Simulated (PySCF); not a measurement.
**How methods differ on the interval between two levels of Os**

Os [Xe] 4f14 5d6 6s2 [5D4, M_J = 4] → Os [Xe] 4f14 5d6 6s1 6p1 [7F6, M_J = 6], as a difference of total energies. All numbers are calculated (PySCF 2.14, the two-component X2C-1e Hamiltonian, in x2c-SVPall-2c with one added diffuse shell each of s, d type (8s9p10d2f, 99 functions)). "Screened" scales the spin-orbit matrix elements by Boettger's factors to mimic the two-electron term; Breit and QED terms are absent.

```csv
method,interval between two levels (cm⁻¹)
GHF (spin-free),17588
GHF (screened spin-orbit),19324
```

The labels give the starting determinants; with spin-orbit coupling the two ends relaxed to ⟨J²⟩ = 20.09, ⟨L²⟩ = 6.82, ⟨S²⟩ = 5.72 and ⟨J²⟩ = 42.03, ⟨L²⟩ = 12.76, ⟨S²⟩ = 11.66.
